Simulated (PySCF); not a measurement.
# Working out the ionisation energy of V⁺

V⁺ [Ar] 3d4 (5D) → V²⁺ [Ar] 3d3 (4F). Calculation: PySCF 2.14, in x2c-TZVPall (6s5p4d1f, 48 functions); scalar relativity by spin-free X2C-1e. Frozen: [Ar]. Energies in hartree (1 hartree = 27.21139 eV):

| part | V⁺ (lower) | V²⁺ (upper) |
| --- | --- | --- |
| UHF | -947.906069 | -947.420720 |
| MP2 opposite-spin | 0.000000 | 0.000000 |
| MP2 same-spin | -0.037690 | -0.013901 |

Problem. What does Hartree-Fock give?

Solution. (-947.420720) − (-947.906069) = 0.485349 hartree = 13.207 eV.

Problem. What do MP2 and SCS-MP2 (6/5 opposite-spin, 1/3 same-spin) give?

Solution. The opposite-spin parts differ by 0.000 eV and the same-spin parts by 0.647 eV. MP2: 13.207 + (0.000) + (0.647) = 13.854 eV. SCS-MP2: 13.207 + 1.2 × (0.000) + (0.647)/3 = 13.423 eV.

Reference: 14.634 ± 0.007 eV (measured; NIST Atomic Spectra Database, ionization energies), between the lowest levels; spin-orbit coupling is absent from the calculation.

What remains against the reference includes basis incompleteness, the frozen core and correlation beyond second order.
